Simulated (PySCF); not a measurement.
Simulation results for C$_{2}$H$_{9}$AlSi, CH$_{4}$Al$_{2}$N, AlFH$_{4}$NSi, Al$_{2}$FH$_{2}$O and others

Calculation on a computer-drawn molecule: optimised geometry and harmonic frequencies of an isolated molecule of the commonest isotopes, restricted reference for singlets and unrestricted otherwise, frozen core in MP2. Program: PySCF 2.14.0.

Common to all runs: basis cc-pV(D+d)Z.

(1) C$_{2}$H$_{9}$AlSi

Start structure:
```xyz
13
C2H9AlSi
C     -0.6921     0.2285     1.7896
Al     0.6423     1.1038     0.4736
C      1.6432     0.2367    -1.0005
Si     2.5928    -1.2440    -0.6440
H     -1.4907    -0.2658     1.2567
H     -0.2251    -0.4897     2.3789
H     -1.0876     1.0051     2.4509
H      0.8966     2.6356     0.7272
H      2.3525     0.9990    -1.3360
H      0.9348     0.0700    -1.8759
H      3.3870    -1.7921    -1.6878
H      3.5033    -1.0515     0.5951
H      1.6892    -2.4677    -0.2034
```

Settings of this run: charge 0, multiplicity 1 and method HF.

It finds rotational constants 9.276, 1.732, 1.621 GHz; total energy -611.8400 hartree; convergence status largest gradient component 1.365e-05 hartree/bohr.

Drawn bonds:
```csv
atom,other atom,order
1,2,1
2,3,1
3,4,1
1,5,1
1,6,1
1,7,1
2,8,1
3,9,1
3,10,1
4,11,1
4,12,1
4,13,1
```

Optimised structure:
```xyz
13
C2H9AlSi
C     -0.8444     0.3478     1.6283
Al     0.8146     0.9839     0.7891
C      1.5228     0.1853    -0.8650
Si     2.7171    -1.2522    -0.6948
H     -1.2618    -0.5436     1.1500
H     -0.6854     0.1172     2.6886
H     -1.6138     1.1301     1.5981
H      1.6084     2.1887     1.4496
H      2.0386     0.9668    -1.4388
H      0.6814    -0.1667    -1.4776
H      3.1776    -1.7569    -2.0122
H      3.9167    -0.8501     0.0840
H      2.0744    -2.3826     0.0252
```

Modes:
```csv
frequency (cm⁻¹),reduced mass (dalton)
30.98,2.403
39.9,1.053
101.8,1.155
148,3.085
204.6,2.185
427.7,1.201
494.5,1.122
522.7,2.51
590.9,1.156
652.5,1.343
659.4,2.435
746.8,1.541
772.8,2.762
801.2,1.448
828.8,1.311
1030,1.071
1038,1.081
1040,1.03
1054,1.083
1077,1.517
1333,1.234
1487,1.092
1541,1.052
1545,1.056
1963,1.042
2277,1.049
2283,1.049
2298,1.021
3140,1.041
3140,1.053
3194,1.101
3204,1.097
3232,1.1
```

(2) CH$_{4}$Al$_{2}$N

Start structure:
```xyz
8
CH4Al2N
C     -0.3336    -0.3298     1.5450
Al    -0.5954     1.0116    -0.0550
N     -0.6914     1.9930    -1.3185
Al    -0.9213     3.0309    -2.6958
H      0.3105     0.0485     2.2785
H      0.1234    -1.2409     1.1961
H     -1.3301    -0.6153     1.9049
H     -1.0390     4.0060    -3.8406
```

It was run with charge 1, multiplicity 1 and method HF.

The calculation gives: rotational constants 158.9, 1.523, 1.523 GHz; total energy -578.2856 hartree; convergence status largest gradient component 1.564e-05 hartree/bohr.

Drawn bonds:
```csv
atom,other atom,order
1,2,1
2,3,2
3,4,1
1,5,1
1,6,1
1,7,1
4,8,1
```

Optimised structure:
```xyz
8
CH4Al2N
C     -0.3496    -0.3034     1.4622
Al    -0.5464     0.9070    -0.0237
N     -0.7170     1.9555    -1.3109
Al    -0.8866     2.9978    -2.5905
H      0.2703     0.1513     2.2383
H      0.1243    -1.2306     1.1320
H     -1.3277    -0.5401     1.8870
H     -1.0442     3.9666    -3.7798
```

Modes:
```csv
frequency (cm⁻¹),reduced mass (dalton)
82.84,4.231
82.84,4.231
198.6,5.621
198.6,5.621
475.3,1.198
475.3,1.198
494.3,5.562
759.9,1.253
759.9,1.253
782.9,9.541
1333,1.29
1359,7.625
1528,1.052
1528,1.052
2163,1.052
3175,1.032
3276,1.102
3276,1.102
```

(3) AlFH$_{4}$NSi

Start structure:
```xyz
8
AlFH4NSi
F     -2.4697    -0.5680    -0.9981
Al    -0.9433    -0.8948    -0.7496
N      0.7737    -1.2736    -0.4056
Si     2.3497    -0.6617    -1.0644
H      0.8435    -1.8209     0.4344
H      3.1760    -1.8012    -0.9601
H      1.8974    -0.2866    -2.4123
H      2.6949     0.4931    -0.2019
```

It was run with charge 1, multiplicity 1 and method HF.

Results for AlFH$_{4}$NSi: rotational constants 21.94, 1.725, 1.63 GHz; total energy -686.9187 hartree; convergence status largest gradient component 1.183e-05 hartree/bohr.

Drawn bonds:
```csv
atom,other atom,order
1,2,1
2,3,1
3,4,1
3,5,1
4,6,1
4,7,1
4,8,1
```

Optimised structure:
```xyz
8
AlFH4NSi
F     -2.3248    -0.7334    -1.3490
Al    -0.8491    -0.9581    -0.7580
N      0.7301    -1.1778    -0.1674
Si     2.2374    -0.6789    -1.0301
H      0.8690    -1.6183     0.7323
H      3.0425    -1.8743    -1.3032
H      1.6768    -0.0902    -2.2678
H      2.9402     0.3173    -0.2145
```

Modes:
```csv
frequency (cm⁻¹),reduced mass (dalton)
68.74,5.05
138.2,1.424
190.3,10.49
214.3,4.316
472.6,1.134
583.6,3.228
746,1.213
786,2.006
840.9,3.684
1012,1.053
1033,1.125
1036,1.066
1129,2.663
1207,1.654
2309,1.038
2390,1.029
2401,1.055
3717,1.075
```

(4) AlFH$_{4}$NSi

Start structure:
```xyz
8
AlFH4NSi
F     -0.4985    -1.7394    -0.3033
Al    -0.4784    -0.1576     0.2024
N      1.0371     0.8621     0.3173
Si     2.5962     0.1608    -0.0852
H     -1.8186     0.4172     0.6722
H      0.9474     1.8410     0.5466
H      3.2652    -0.2942     1.1409
H      3.2876     1.2440    -0.8607
```

It was run with charge 0, multiplicity 2 and method HF.

The calculation gives: rotational constants 10.28, 2.308, 1.901 GHz; total energy -687.1766 hartree; spin squared 0.7538; convergence status largest gradient component 1.139e-05 hartree/bohr.

Drawn bonds:
```csv
atom,other atom,order
1,2,1
2,3,1
3,4,1
2,5,1
3,6,1
4,7,1
4,8,1
```

Optimised structure:
```xyz
8
AlFH4NSi
F     -0.1788    -1.7639     0.4642
Al    -0.4242    -0.1329     0.3745
N      0.9720     0.8956     0.0089
Si     2.6438     0.5244    -0.2989
H     -1.8596     0.4412     0.6039
H      0.7677     1.8802    -0.0670
H      2.8741    -0.9006     0.0333
H      3.5429     1.3899     0.5114
```

Modes:
```csv
frequency (cm⁻¹),reduced mass (dalton)
95.65,1.168
118.1,7.632
145.4,2.84
321.9,5.686
482.9,1.17
565.3,1.349
596.2,2.356
701,1.222
787.1,1.671
850.7,1.187
877.1,4.735
962.9,3.678
994.3,1.07
1229,1.388
2060,1.044
2255,1.037
2305,1.046
3742,1.074
```

(5) Al$_{2}$FH$_{2}$O

Start structure:
```xyz
6
Al2FH2O
F      0.3241     2.2780     3.9140
Al     1.5268     2.4352     2.7864
O      1.8379     1.3459     1.5198
Al     2.0975     0.2530     0.3379
H      2.3859     3.6327     2.9165
H      1.1963    -1.0070     0.1014
```

Here we set charge 0, multiplicity 2 and method HF.

The calculation gives: rotational constants 19.34, 1.903, 1.755 GHz; total energy -659.4741 hartree; spin squared 0.7562; convergence status largest gradient component 5.875e-06 hartree/bohr.

Drawn bonds:
```csv
atom,other atom,order
1,2,1
2,3,1
3,4,1
2,5,1
4,6,1
```

Optimised structure:
```xyz
6
Al2FH2O
F      0.4880     2.2329     4.0298
Al     1.5382     2.4370     2.7701
O      1.8588     1.1324     1.7830
Al     2.1162    -0.2531     0.8485
H      2.1792     3.8456     2.5784
H      1.1881    -0.4569    -0.4337
```

Modes:
```csv
frequency (cm⁻¹),reduced mass (dalton)
75.9,3.315
91.72,1.631
117,3.34
302,15.17
532.3,1.867
541.4,2.789
664.3,1.234
719.1,1.202
862.6,11.18
1114,17.34
1882,1.044
2071,1.044
```

(6) Al$_{2}$FH$_{2}$O

Start structure:
```xyz
6
Al2FH2O
F      0.4880     2.2329     4.0298
Al     1.5382     2.4370     2.7701
O      1.8588     1.1324     1.7830
Al     2.1162    -0.2531     0.8485
H      2.1792     3.8456     2.5784
H      1.1881    -0.4569    -0.4337
```

Settings of this run: charge 0, multiplicity 2 and method MP2.

It finds rotational constants 18.83, 1.853, 1.708 GHz; total energy -659.9522 hartree; spin squared 0.7564; convergence status largest gradient component 2.76e-05 hartree/bohr.

Drawn bonds:
```csv
atom,other atom,order
1,2,1
2,3,1
3,4,1
2,5,1
4,6,1
```

Optimised structure:
```xyz
6
Al2FH2O
F      0.4855     2.2440     4.0712
Al     1.5320     2.4580     2.7848
O      1.8253     1.1614     1.7357
Al     2.1118    -0.2708     0.8375
H      2.2008     3.8570     2.6063
H      1.2131    -0.5117    -0.4594
```

Modes:
```csv
frequency (cm⁻¹),reduced mass (dalton)
54.39,11.91
75.64,3.471
110.8,1.215
272,15.58
504.9,4.497
509.2,1.441
624.2,1.229
683.2,1.189
834.6,11.83
1056,17.42
1868,1.044
2042,1.044
```

(7) AlBClH$_{3}$N

Start structure:
```xyz
7
AlBClH3N
N     -1.1006     2.4156     2.7686
Al    -1.0999     1.6793     1.1999
B     -1.0533     0.7840    -0.6287
Cl     0.3124     1.0080    -1.6393
H     -0.3644     2.9503     3.2214
H     -1.8347     2.3834     3.4607
H     -1.9503     0.1480    -1.0621
```

Settings of this run: charge 1, multiplicity 1 and method HF.

The calculation gives: rotational constants 23.54, 1.514, 1.422 GHz; total energy -782.1099 hartree; convergence status largest gradient component 3.025e-05 hartree/bohr.

Drawn bonds:
```csv
atom,other atom,order
1,2,1
2,3,1
3,4,1
1,5,1
1,6,1
3,7,1
```

Optimised structure:
```xyz
7
AlBClH3N
N     -1.0998     2.4248     2.8127
Al    -1.1022     1.6838     1.2643
B     -1.0603     0.7642    -0.7042
Cl     0.3521     1.0171    -1.6501
H     -0.3443     2.9663     3.2018
H     -1.8540     2.3900     3.4800
H     -1.9823     0.1224    -1.0840
```

Modes:
```csv
frequency (cm⁻¹),reduced mass (dalton)
64.91,1.052
81.5,5.24
147.5,4.414
224,8.576
495.7,5.08
547.4,1.229
672.5,1.268
714.1,1.461
909.2,4.407
969.8,4.954
1067,1.401
1650,1.101
2828,1.094
3732,1.053
3808,1.093
```

(8) AlBClH$_{3}$N

Start structure:
```xyz
7
AlBClH3N
N     -1.0998     2.4248     2.8127
Al    -1.1022     1.6838     1.2643
B     -1.0603     0.7642    -0.7042
Cl     0.3521     1.0171    -1.6501
H     -0.3443     2.9663     3.2018
H     -1.8540     2.3900     3.4800
H     -1.9823     0.1224    -1.0840
```

Settings of this run: charge 1, multiplicity 1 and method MP2.

It finds rotational constants 23.49, 1.51, 1.419 GHz; total energy -782.5411 hartree; convergence status largest gradient component 1.616e-05 hartree/bohr.

Drawn bonds:
```csv
atom,other atom,order
1,2,1
2,3,1
3,4,1
1,5,1
1,6,1
3,7,1
```

Optimised structure:
```xyz
7
AlBClH3N
N     -1.0999     2.4279     2.8187
Al    -1.1045     1.6780     1.2541
B     -1.0529     0.7637    -0.7130
Cl     0.3525     1.0146    -1.6546
H     -0.3313     2.9770     3.2101
H     -1.8670     2.3894     3.4936
H     -1.9877     0.1179    -1.0885
```

Modes:
```csv
frequency (cm⁻¹),reduced mass (dalton)
71.86,5.168
79.48,1.066
127.1,4.607
215,8.404
464.3,1.202
480.7,4.849
616.4,1.285
682.7,1.463
905.9,4.941
935.4,2.725
1032,1.748
1520,1.102
2744,1.095
3556,1.052
3648,1.093
```
